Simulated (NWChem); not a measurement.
Si₂H₃, doublet; SMILES [SiH]=[SiH2]

```xyz
5

Si    -0.0758    -1.2320     0.0112
Si    -0.0198     1.0479    -0.0176
H      1.4370    -1.2510    -0.2295
H      1.1509     1.9263     0.3101
H     -1.2494     1.9025     0.0090
```
Atoms are numbered in this order, from 1.

All runs: NWChem. Spin-unrestricted. All runs use the structure optimised with PBE0/def2-SVP, spin-unrestricted. No stability test was run on the SCF state. Total energies compare along this basis series because the functional is fixed.

```json
[
 {"level": "CAM-B3LYP/cc-pVDZ", "basis functions": "51", "energy (Ha)": "-580.6822", "highest occupied level (eV)": "-7.46", "lowest empty minus highest occupied level, either spin (eV)": "4.89", "dipole (D)": "1.00", "relative time": "1"},
 {"level": "CAM-B3LYP/aug-cc-pVDZ", "basis functions": "81", "energy (Ha)": "-580.6850", "highest occupied level (eV)": "-7.52", "lowest empty minus highest occupied level, either spin (eV)": "4.83", "dipole (D)": "1.04", "relative time": "3"},
 {"level": "CAM-B3LYP/cc-pVTZ", "basis functions": "110", "energy (Ha)": "-580.7100", "highest occupied level (eV)": "-7.51", "lowest empty minus highest occupied level, either spin (eV)": "4.89", "dipole (D)": "0.99", "relative time": "6"},
 {"level": "CAM-B3LYP/aug-cc-pVTZ", "basis functions": "169", "energy (Ha)": "-580.7108", "highest occupied level (eV)": "-7.52", "lowest empty minus highest occupied level, either spin (eV)": "4.85", "dipole (D)": "1.02", "relative time": "30"}
]
```

The last column is a rough cost ratio, cheapest run = 1.
